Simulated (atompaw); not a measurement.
**u(r) = r·R(r): atom against pseudo-atom (aluminium)**

Columns: radius, all-electron u(r) and pseudo u(r) of the 3p shell (level -2.71 eV) of aluminium in the configuration [Ne] 3s2 3p1; PBE, scalar-relativistic, PAW (atompaw) scheme, atompaw 4.2.0.5.

```json
{"r (bohr)": "0.092", "all-electron": "-0.0650", "pseudo": "0.0025"}
{"r (bohr)": "0.185", "all-electron": "-0.1518", "pseudo": "0.0102"}
{"r (bohr)": "0.277", "all-electron": "-0.2021", "pseudo": "0.0227"}
{"r (bohr)": "0.369", "all-electron": "-0.2138", "pseudo": "0.0397"}
{"r (bohr)": "0.462", "all-electron": "-0.1954", "pseudo": "0.0610"}
{"r (bohr)": "0.554", "all-electron": "-0.1571", "pseudo": "0.0857"}
{"r (bohr)": "0.646", "all-electron": "-0.1070", "pseudo": "0.1133"}
{"r (bohr)": "0.738", "all-electron": "-0.0507", "pseudo": "0.1433"}
{"r (bohr)": "0.831", "all-electron": "0.0086", "pseudo": "0.1752"}
{"r (bohr)": "0.923", "all-electron": "0.0671", "pseudo": "0.2079"}
{"r (bohr)": "1.015", "all-electron": "0.1236", "pseudo": "0.2409"}
{"r (bohr)": "1.108", "all-electron": "0.1778", "pseudo": "0.2741"}
{"r (bohr)": "1.200", "all-electron": "0.2279", "pseudo": "0.3062"}
{"r (bohr)": "1.292", "all-electron": "0.2741", "pseudo": "0.3371"}
{"r (bohr)": "1.385", "all-electron": "0.3167", "pseudo": "0.3667"}
{"r (bohr)": "1.477", "all-electron": "0.3551", "pseudo": "0.3942"}
{"r (bohr)": "1.569", "all-electron": "0.3897", "pseudo": "0.4196"}
{"r (bohr)": "1.662", "all-electron": "0.4212", "pseudo": "0.4431"}
{"r (bohr)": "1.754", "all-electron": "0.4487", "pseudo": "0.4641"}
{"r (bohr)": "1.846", "all-electron": "0.4727", "pseudo": "0.4829"}
{"r (bohr)": "1.938", "all-electron": "0.4933", "pseudo": "0.4996"}
{"r (bohr)": "2.031", "all-electron": "0.5108", "pseudo": "0.5142"}
{"r (bohr)": "2.123", "all-electron": "0.5251", "pseudo": "0.5267"}
{"r (bohr)": "2.215", "all-electron": "0.5365", "pseudo": "0.5371"}
{"r (bohr)": "2.308", "all-electron": "0.5454", "pseudo": "0.5455"}
{"r (bohr)": "2.400", "all-electron": "0.5517", "pseudo": "0.5517"}
```

How many radial nodes do the two functions have?

The all-electron 3p function has n − l − 1 = 1; the pseudo-wave has 0, since the states of the same l below it are removed with the core.

Is the pseudo-wave norm-conserving?

No, it belongs to a PAW set: the norm inside the radius is not constrained, and the difference is carried by the augmentation charge.
